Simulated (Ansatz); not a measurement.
Geometry optimisation, RKS r2SCANh-D4/def2-SVP in Ansatz 0.2.0.

The input (input.yaml):

```yaml
crystal:
  periodic: [false, false, false]
  atoms:
    - { symbol: F, position_ang: [1.4112, -0.2798, -1.696] }
    - { symbol: C, position_ang: [0.8399, 0.3784, -0.5853] }
    - { symbol: C, position_ang: [-0.4648, -0.3366, -0.1693] }
    - { symbol: B, position_ang: [-1.64653, 0.11691, -1.07051] }
    - { symbol: S, position_ang: [-1.46344, 0.68798, 0.82344] }
    - { symbol: H, position_ang: [0.6019, 1.4512, -0.8374] }
    - { symbol: H, position_ang: [1.6423, 0.3788, 0.2206] }
    - { symbol: H, position_ang: [-0.36486, -1.34029, 0.13073] }
    - { symbol: H, position_ang: [-2.44006, -0.43623, -1.8754] }
basis:
  gaussian: { orbitals: def2-SVP }
hamiltonian:
  xc: r2scanh
  dispersion: d4
relax:
  f_tol: 0.015
  max_steps: 40
output:
  orbitals: {}
```

Command:

```bash
$ ansatz run input.yaml --threads 2 --pin off --max-ram 3072MiB --backend cpu --events-out ev --progress --plain --runs-dir out
```

Where does it end, and by what steps?

The forces met the threshold. After 6 steps the energy has fallen by 1.292 eV; H9 moved furthest, 0.27 Å.

```tsv
step	energy less start (eV)	largest force component (eV/Å)	accepted
0	0.0000	3.346	yes
1	-1.0241	1.539	yes
2	-1.2242	1.789	yes
3	-1.2054	1.015	no
4	-1.2904	0.082	yes
5	-1.2916	0.028	yes
6	-1.2917	0.012	yes
```

```xyz
9
Properties=species:S:1:pos:R:3
F 1.483 -0.292 -1.658
C 0.878 0.374 -0.615
C -0.391 -0.353 -0.244
B -1.747 -0.054 -0.898
S -1.669 0.647 0.702
H 0.655 1.407 -0.926
H 1.586 0.405 0.228
H -0.212 -1.345 0.191
H -2.467 -0.170 -1.840
```

Run time: 28 s on 2 threads of Arm Neoverse V1 (shared host), peak memory 0.21 GiB.
